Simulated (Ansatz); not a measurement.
| atom | x (Å) | y (Å) | z (Å) |
| --- | --- | --- | --- |
| S | 0.0000 | 0.0000 | 0.0000 |
| F | 1.4542 | 0.0000 | 0.0000 |
| F | -1.4542 | 0.0000 | 0.0000 |
| F | 0.0000 | 1.4542 | 0.0000 |
| F | 0.0000 | -1.4542 | 0.0000 |
| F | 0.0000 | 0.0000 | 1.4542 |
| F | 0.0000 | 0.0000 | -1.4542 |

Basis set: 6-31G* (spherical functions). Correlated methods keep 11 orbitals frozen. Charge 0, multiplicity 1.

Computed with Ansatz (development build ahead of 0.2.0); each method stands on the lowest determinant of its kind that the runs found. Restricted open shells among the atoms or ions are ROHF, correlated in semicanonical orbitals with singles.

Q: Give the atomization energy at this shape (free ground-state atoms in the same class of orbitals less the molecule, no zero-point energy) of singlet SF6 by RHF-MP2, RHF.

A:

```
 method  atomization energy
RHF-MP2     373.20 kcal/mol
    RHF     175.28 kcal/mol
```

Caution: no unrestricted run beside it, a lower state can exist; the shape is not the minimum.
